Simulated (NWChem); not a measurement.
System: BeClF; SMILES [F][Be][Cl]

Here is an NWChem input.

```
start job
memory heap 200 mb stack 900 mb global 1100 mb
geometry units angstroms noautoz
  Be     0.000000     0.000000     0.599777
  F      0.000000     0.000000     1.974653
  Cl     0.000000     0.000000    -1.208382
end
basis spherical
  Be library def2-tzvpp
  F library def2-tzvpp
  Cl library def2-tzvpp
end
dft
  xc xtpss03 ctpss03
  iterations 150
  mulliken
end
task dft energy
```

NWChem printed, in part:

```
             Northwest Computational Chemistry Package (NWChem) 7.3.0
             --------------------------------------------------------

 ORDER OF PRIMARY AXIS IS BEING SET TO 4
 C4V symmetry detected

                             Geometry "geometry" -> ""
                             -------------------------

 Output coordinates in angstroms (scale by  1.889725989 to convert to a.u.)

  No.       Tag          Charge          X              Y              Z
 ---- ---------------- ---------- -------------- -------------- --------------
    1 Be                   4.0000     0.00000000     0.00000000     0.61216063
    2 F                    9.0000     0.00000000     0.00000000     1.98703663
    3 Cl                  17.0000     0.00000000     0.00000000    -1.19599837

 Effective nuclear repulsion energy (a.u.)      59.1931445872

      Symmetry information
      --------------------

 Group name             C4v
 Group number             18
 Group order               8
 No. of unique centers     3

                                 NWChem DFT Module
                                 -----------------

 Summary of "ao basis" -> "ao basis" (spherical)
 ------------------------------------------------------------------------------
       Tag                 Description            Shells   Functions and Types
 ---------------- ------------------------------  ------  ---------------------
 Be                        def2-tzvpp                9       19   5s3p1d
 F                         def2-tzvpp               11       31   5s3p2d1f
 Cl                        def2-tzvpp               14       42   5s5p3d1f

      Symmetry analysis of basis
      --------------------------

        a1         34
        a2          0
        b1          8
        b2          8
        e          42

            General Information
            -------------------
          SCF calculation type: DFT
          Wavefunction type:  closed shell.
          No. of atoms     :     3
          No. of electrons :    30
           Alpha electrons :    15
            Beta electrons :    15
          Charge           :     0
          Spin multiplicity:     1
          Use of symmetry is: on ; symmetry adaption is: on
          Maximum number of iterations: 150
          AO basis - number of functions:    92
                     number of shells:    34
          Convergence on energy requested:  1.00D-06
          Convergence on density requested:  1.00D-05
          Convergence on gradient requested:  5.00D-04

              XC Information
              --------------
                  TPSS metaGGA Exchange Functional  1.000
             TPSS03 metaGGA Correlation Functional  1.000

             Grid Information
             ----------------
          Grid used for XC integration:  medium
          Radial quadrature: Mura-Knowles
          Angular quadrature: Lebedev.
          Tag              B.-S. Rad. Rad. Pts. Rad. Cut. Ang. Pts.
          ---              ---------- --------- --------- ---------
          Be                  1.05       49           8.0       434
          F                   0.50       49           9.0       434
          Cl                  1.00       88           9.0       590
          Grid pruning is: on
          Number of quadrature shells:   186
          Spatial weights used:  Erf1

      Superposition of Atomic Density Guess
      -------------------------------------

 Sum of atomic energies:        -573.46834684

      Non-variational initial energy
      ------------------------------

 Total energy =    -573.831706
 1-e energy   =    -910.322929
 2-e energy   =     277.298079
 HOMO         =      -0.471711
 LUMO         =      -0.041649

      Symmetry analysis of molecular orbitals - initial
      -------------------------------------------------

 !! scf_movecs_sym_adapt:   16 vectors were symmetry contaminated

  Symmetry fudging

 !! scf_movecs_sym_adapt:   16 vectors were symmetry contaminated

  Numbering of irreducible representations:

     1 a1          2 a2          3 b1          4 b2          5 e

  Orbital symmetries:

     1 a1          2 a1          3 a1          4 a1          5 e
     6 e           7 a1          8 a1          9 a1         10 a1
    11 e          12 e          13 a1         14 e          15 e
    16 a1         17 e          18 e          19 a1         20 a1
    21 e          22 e          23 a1         24 a1         25 b1

     ---------------------------------------------
      Total Density - Mulliken Population Analysis
     ---------------------------------------------

    Atom       Charge   Shell Charges
 -----------   ------   -------------------------------------------------------
    1 Be   4     3.10   1.02  0.97  0.33  0.14  0.01  0.50  0.01  0.02  0.10
    2 F    9     9.54   0.77  1.20  0.60  1.04  0.26  2.41  2.42  0.82  0.00  0.01  0.00
    3 Cl  17    17.36   2.01  0.45  1.52  1.10  0.83  4.19  1.69  1.11  2.97  1.49  0.00  0.00  0.01  0.00

   convergence    iter        energy       DeltaE   RMS-Dens  Diis-err
 ---------------- ----- ----------------- --------- --------- ---------
 d= 0,ls=0.0,diis     1   -574.9536023924 -6.34D+02  1.18D-02  8.51D-01
 d= 0,ls=0.0,diis     2   -574.7660806312  1.88D-01  7.08D-03  3.17D+00
 d= 0,ls=0.0,diis     3   -575.0257714979 -2.60D-01  1.34D-03  4.79D-02
 d= 0,ls=0.0,diis     4   -575.0273288067 -1.56D-03  7.99D-04  1.70D-02
 d= 0,ls=0.0,diis     5   -575.0294400092 -2.11D-03  1.32D-04  3.44D-04
  Resetting Diis
 d= 0,ls=0.0,diis     6   -575.0294810337 -4.10D-05  2.39D-05  1.15D-05
 d= 0,ls=0.0,diis     7   -575.0294819785 -9.45D-07  1.10D-05  1.25D-06
 d= 0,ls=0.0,diis     8   -575.0294818863  9.22D-08  6.20D-06  2.48D-06

         Total DFT energy =     -575.029481886304
      One electron energy =     -912.670859943923
           Coulomb energy =      320.168077482654
    Exchange-Corr. energy =      -41.719844012211
 Nuclear repulsion energy =       59.193144587176

 Numeric. integr. density =       29.999999384381

                  Occupations of the irreducible representations
                  ----------------------------------------------

                     irrep           alpha         beta
                     --------     --------     --------
                     a1                9.0          9.0
                     a2                0.0          0.0
                     b1                0.0          0.0
                     b2                0.0          0.0
                     e                 6.0          6.0

                       DFT Final Molecular Orbital Analysis
                       ------------------------------------

 Vector   13  Occ=2.000000D+00  E=-3.743194D-01  Symmetry=a1
              MO Center= -1.4D-15,  2.4D-16, -1.1D+00, r^2= 1.3D+00
   Bfn.  Coefficient  Atom+Function         Bfn.  Coefficient  Atom+Function
  ----- ------------  ---------------      ----- ------------  ---------------
    67      0.483659  3 Cl pz                 8      0.254792  1 Be pz
    64      0.229540  3 Cl pz                70      0.229164  3 Cl pz
    58     -0.191632  3 Cl pz                55     -0.180877  3 Cl s
     3      0.148182  1 Be s                 54     -0.141480  3 Cl s
    53      0.098372  3 Cl s                  2     -0.092958  1 Be s

 Vector   14  Occ=2.000000D+00  E=-3.093735D-01  Symmetry=e
              MO Center= -4.4D-17, -1.3D-16, -1.0D+00, r^2= 1.5D+00
   Bfn.  Coefficient  Atom+Function         Bfn.  Coefficient  Atom+Function
  ----- ------------  ---------------      ----- ------------  ---------------
    65      0.399802  3 Cl px                66     -0.337272  3 Cl py
    68      0.244592  3 Cl px                69     -0.206337  3 Cl py
    62      0.188212  3 Cl px                63     -0.158775  3 Cl py
    56     -0.154434  3 Cl px                57      0.130280  3 Cl py
     6     -0.072203  1 Be px                59     -0.072401  3 Cl px

 Vector   15  Occ=2.000000D+00  E=-3.093735D-01  Symmetry=e
              MO Center= -1.5D-15, -1.5D-15, -1.0D+00, r^2= 1.5D+00
   Bfn.  Coefficient  Atom+Function         Bfn.  Coefficient  Atom+Function
  ----- ------------  ---------------      ----- ------------  ---------------
    66      0.399802  3 Cl py                65      0.337272  3 Cl px
    69      0.244592  3 Cl py                68      0.206337  3 Cl px
    63      0.188212  3 Cl py                62      0.158775  3 Cl px
    57     -0.154434  3 Cl py                56     -0.130280  3 Cl px
     7     -0.072203  1 Be py                60     -0.072401  3 Cl py

 Vector   16  Occ=0.000000D+00  E=-4.002784D-02  Symmetry=a1
              MO Center= -2.5D-14, -3.6D-14,  5.9D-01, r^2= 6.4D+00
   Bfn.  Coefficient  Atom+Function         Bfn.  Coefficient  Atom+Function
  ----- ------------  ---------------      ----- ------------  ---------------
     5      1.030144  1 Be s                  3      0.208939  1 Be s
    55     -0.202761  3 Cl s                 54     -0.195975  3 Cl s
    17     -0.155792  1 Be d  0              23     -0.151401  2 F  s
    67     -0.150456  3 Cl pz                53      0.121560  3 Cl s
    70     -0.102987  3 Cl pz                 2     -0.091806  1 Be s

 Vector   17  Occ=0.000000D+00  E=-5.181483D-03  Symmetry=e
              MO Center= -2.5D-15,  2.4D-14,  4.3D-01, r^2= 3.6D+00
   Bfn.  Coefficient  Atom+Function         Bfn.  Coefficient  Atom+Function
  ----- ------------  ---------------      ----- ------------  ---------------
    13      0.628641  1 Be py                 7     -0.529135  1 Be py
    69     -0.295264  3 Cl py                12      0.216820  1 Be px
     6     -0.182500  1 Be px                66     -0.169675  3 Cl py
    26     -0.160115  2 F  py                32     -0.152072  2 F  py
    29     -0.122918  2 F  py                68     -0.101837  3 Cl px

[...]
```

Level: TPSS/def2-TZVPP. All runs use the structure optimised with B3LYP/6-31G* (spherical d).
